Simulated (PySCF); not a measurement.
# First hyperpolarisability: SMILES [C-]#[N+]/C=C/Br, C3H2BrN

Geometry:
```json
{"atom": "C1", "x (Å)": "-2.569", "y (Å)": "-0.261", "z (Å)": "0.034"}
{"atom": "N2", "x (Å)": "-1.447", "y (Å)": "0.063", "z (Å)": "0.015"}
{"atom": "C3", "x (Å)": "-0.156", "y (Å)": "0.461", "z (Å)": "-0.008"}
{"atom": "C4", "x (Å)": "0.842", "y (Å)": "-0.419", "z (Å)": "-0.009"}
{"atom": "Br5", "x (Å)": "2.642", "y (Å)": "0.117", "z (Å)": "-0.041"}
{"atom": "H6", "x (Å)": "0.001", "y (Å)": "1.531", "z (Å)": "-0.025"}
{"atom": "H7", "x (Å)": "0.690", "y (Å)": "-1.487", "z (Å)": "0.007"}
```

Method used: quadratic response PBE0/def2-SVPD first hyperpolarisability, Taylor convention, gas phase (PySCF 2.14.0). Geometry: GFN2-xTB.

The calculation is non-relativistic, which matters for the atoms heavier than Zn.

(1) Give β for the processes computed.

(2) Which lowest excitations, dipole and polarisabilities go with it?

Answers

(1) In au, Taylor convention; the vector part is βᵢ = ⅓ Σⱼ (βᵢⱼⱼ + βⱼᵢⱼ + βⱼⱼᵢ); β∥ is 3/5 of the vector part along the dipole, the dipole points from − to +:
| process | λ (nm) | β vector norm | β∥ | β HRS | depolarisation ratio |
| --- | --- | --- | --- | --- | --- |
| static β(0;0,0) | ∞ | 239.2 | 143.2 | 130.0 | 2.78 |
| second harmonic β(−2ω;ω,ω) | 1907 | 264.2 | 158.0 | 141.3 | 2.85 |
| Pockels β(−ω;ω,0) | 1907 | 247.2 | 147.9 | – | – |
| second harmonic β(−2ω;ω,ω) | 1064 | 334.3 | 199.7 | 172.9 | 3.01 |
| Pockels β(−ω;ω,0) | 1064 | 266.1 | 159.2 | – | – |

(2) S1 5.55 eV (f = 0.433); S2 5.56 eV (f = 0.000); S3 5.84 eV (f = 0.000); dipole 2.41 D; isotropic α 67.0 au static, 67.3 au at 1907 nm, 68.0 au at 1064 nm, 68.3 au at 953.5 nm, 71.3 au at 532 nm.
